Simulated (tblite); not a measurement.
Compound: C₄H₈FNSi₂.
Cartesian coordinates in Å at the GFN2-xTB level; atoms count from 1:
```xyz
16
C4H8FNSi2 angstrom
C      2.7203   -1.7164    1.2655
C      1.8208   -0.9195    1.2202
Si     0.4365    0.3132    1.1596
C     -1.1920   -0.4960    0.6110
C     -1.2538   -0.4418   -0.9102
F     -2.5757   -0.5797   -1.3380
Si    -0.4734    1.1940   -1.5428
N      0.6040    1.3848   -0.2018
H      3.5050   -2.4172    1.3015
H      0.3743    1.0630    2.4168
H     -1.3172   -1.5167    0.9722
H     -2.0303    0.0824    1.0022
H     -0.7344   -1.3093   -1.3346
H      0.2608    1.0085   -2.7953
H     -1.4675    2.2647   -1.6257
H      1.3151    2.0949   -0.2119
```

Calculated harmonic vibrations of the isolated species, GFN2-xTB (tblite), most abundant isotopes, no scaling. Errors from tens to a few hundred cm⁻¹ against measured bands are possible. Modes of hydrogen on silicon can be 10 to 20 % off. One conformer, not necessarily the lowest.

Harmonic wavenumbers (cm⁻¹): 49.9, 67.0, 116.1, 156.8, 259.1, 265.4, 276.6, 342.4, 361.1, 387.7, 422.2, 505.6, 527.2, 571.0, 623.1, 634.0, 653.0, 669.7, 681.1, 688.5, 770.9, 794.2, 810.0, 823.2, 917.6, 992.3, 1057.0, 1085.1, 1142.8, 1224.6, 1258.2, 1300.6, 1483.1, 2205.9, 2233.7, 2247.7, 2268.6, 2904.1, 2977.9, 2994.5, 3350.7, 3502.6.

A = 2343, B = 943.3, C = 811.3 MHz; mass 145.018 u (most abundant isotopes); point group C1, symmetry number 1.

Question: What is the zero-point energy?

Answer: ½Σν̃ = 23301 cm⁻¹ = 66.62 kcal/mol.

Question: What is S at 350 K and 1 bar for an ideal gas of classical rigid rotors and harmonic oscillators?

Answer: Translation 41.65, rotation 30.05, vibration 34.81: S = 106.5 cal/(mol K).

Question: And Cp and H(350 K) − H(0)?

Answer: Cp = 45.68 cal/(mol K), of which vibrations give 37.74 (their classical limit is 42 R = 83.5); H(350 K) − H(0) = 9.39 kcal/mol without the zero-point energy, 6.61 from vibrations.

Question: How do the functions run with temperature in this model?

Answer: 
| T (K) | S (cal/(mol K)) | Cp (cal/(mol K)) | H − H(0) (kcal/mol) | G − H(0) (kcal/mol) | ln q(vib) |
| --- | --- | --- | --- | --- | --- |
| 50 | 59.1 | 12.6 | 0.49 | -2.46 | 0.48 |
| 100 | 69.4 | 17.9 | 1.25 | -5.69 | 1.55 |
| 298.15 | 99.6 | 40.9 | 7.14 | -22.55 | 6.61 |
| 373.15 | 109.5 | 47.6 | 10.47 | -30.39 | 8.65 |
| 500 | 124.7 | 56.1 | 17.08 | -45.26 | 12.05 |
| 750 | 149.6 | 66.8 | 32.55 | -79.67 | 18.33 |
| 1000 | 169.8 | 73.5 | 50.13 | -119.68 | 23.95 |

q(vib) and H(0) count from the zero-point level.

Question: Blend soft modes into free rotors: weight 1/[1 + (100 cm⁻¹/ν̃)⁴] for the oscillator and the rest for a rotor with moment μB/(μ + B), μ = h/(8π²ν), B = 10⁻⁴⁴ kg m². What vibrational entropy results?

Answer: 32.27 cal/(mol K) in place of 34.81, which changes −T·S at 350 K by +0.89 kcal/mol.

Hindered rotation and anharmonicity are outside this model. Other conformers, if any are populated, would add a mixing term that is left out. The structure is chiral; the term R ln 2 for an equal mix with its mirror image is left out.

The run took 0.66 s on Arm Neoverse V1, one thread, shared host with 64 logical CPUs at a one-minute load of 12. This covers the Hessian and the dipole derivatives.
